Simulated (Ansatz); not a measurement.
Compare A (`CC(=O)/C=C(\O)C(C)C`) with its isomer B (`CCC(C(C)=O)C(C)=O`).

Gas-phase electronic energies from Ansatz, PBE0-D4/def2-TZVP geometries. CBS: MP2 limit from def2 TZ/QZ plus the TZ coupled-cluster correction, frozen cores. Functionals use def2-TZVPP. B3LYP here is the variant with VWN-RPA as its local correlation; programs differ in this. One conformer a species, not always the lowest.

(1) Which isomer does CCSD(T)/CBS put lower? Give the gap. (An estimate is asked.)

(2) Give E(B) − E(A) in kJ/mol with B3LYP, B2PLYP, r2SCAN-D4, CCSD(T)/def2-SVP, PBE0-D4, HF/def2-TZVPP, ωB97M-V. (Estimate.)

Largest T1 diagnostic: 0.015.

Results:

(1) Ansatz gave: A, by 16.7 kJ/mol.

(2) The calculation gave: B3LYP 30.1, B2PLYP 25.2, r2SCAN-D4 33.6, CCSD(T)/def2-SVP 5.9, PBE0-D4 30.4, HF/def2-TZVPP -2.0, ωB97M-V 17.4. The order is the other way round with HF/def2-TZVPP.

Leaving LDA and LC-ωPBE aside and taking each functional with its dispersion term where it has one, the values, not all of them listed here, spread over 22.1 kJ/mol, from ωB97X-V to PBE-D4. LDA lies +25.8 kJ/mol from PBE without D4. From r2SCAN to r2SCAN0 (25 % exact exchange), in def2-TZVPP and without D4, E(B) − E(A) moves by −3.1 kJ/mol.
